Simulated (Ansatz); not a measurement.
C₈H₂₀N₂Si₂ (`C[Si](C)(C)/N=C/C=N/[Si](C)(C)C`), relaxed with RKS PBE0-D4/def2-TZVP in Ansatz 0.2.0 from a PBE-D4/def2-SVP geometry. The force threshold is 0.005 eV/Å; the program also tests the step.

The species carries charge 0 and has multiplicity 1.

Start:

```xyz
32

C     0.195   -4.069    0.152
Si   -0.231   -3.098   -1.416
C    -1.961   -3.538   -2.028
C     1.048   -3.411   -2.767
N    -0.241   -1.336   -1.156
C     0.016   -0.742   -0.051
C    -0.021    0.741    0.052
N     0.238    1.336    1.157
Si    0.231    3.098    1.416
C    -1.022    3.410    2.792
C    -0.228    4.068   -0.144
C     1.972    3.540    1.994
H     1.201   -3.802    0.536
H     0.193   -5.161   -0.049
H    -0.539   -3.877    0.961
H    -2.020   -4.610   -2.309
H    -2.724   -3.346   -1.246
H    -2.224   -2.930   -2.918
H     0.822   -2.802   -3.665
H     2.069   -3.146   -2.423
H     1.054   -4.480   -3.064
H     0.281   -1.245    0.917
H    -0.292    1.244   -0.914
H    -1.025    4.480    3.088
H    -0.776    2.803    3.686
H    -2.049    3.142    2.469
H    -1.241    3.798   -0.507
H    -0.223    5.159    0.057
H     0.490    3.876   -0.968
H     2.719    3.351    1.196
H     2.034    4.612    2.274
H     2.254    2.933    2.877
```

**Question.** How much energy does the relaxation release, and in how many steps? (An estimate is asked.)

**Answer.** The calculation gave: 15.96 kJ/mol, in 7 steps.

**Question.** Which bonds change most? (An estimate is asked.)

**Answer.** Computed: N8–Si9 from 1.781 to 1.755 Å; Si2–N5 from 1.781 to 1.755 Å; C7–H23 from 1.123 to 1.102 Å; C6–H22 from 1.123 to 1.102 Å.

**Question.** Give the relaxed structure. (Best estimate.)

**Answer.** Computed: 
```xyz
32

C     0.194   -4.006    0.145
Si   -0.231   -3.050   -1.409
C    -1.945   -3.494   -1.999
C     1.041   -3.368   -2.738
N    -0.239   -1.315   -1.147
C     0.014   -0.738   -0.055
C    -0.021    0.737    0.056
N     0.236    1.314    1.148
Si    0.230    3.050    1.409
C    -1.019    3.368    2.758
C    -0.221    4.005   -0.139
C     1.954    3.495    1.970
H     1.188   -3.748    0.521
H     0.189   -5.081   -0.058
H    -0.528   -3.819    0.945
H    -2.008   -4.556   -2.251
H    -2.692   -3.286   -1.228
H    -2.208   -2.915   -2.888
H     0.814   -2.788   -3.635
H     2.042   -3.088   -2.399
H     1.062   -4.426   -3.012
H     0.275   -1.247    0.888
H    -0.284    1.247   -0.885
H    -1.037    4.426    3.031
H    -0.777    2.789    3.652
H    -2.025    3.085    2.437
H    -1.220    3.744   -0.498
H    -0.214    5.079    0.064
H     0.488    3.819   -0.950
H     2.688    3.289    1.187
H     2.019    4.557    2.222
H     2.233    2.917    2.854
```
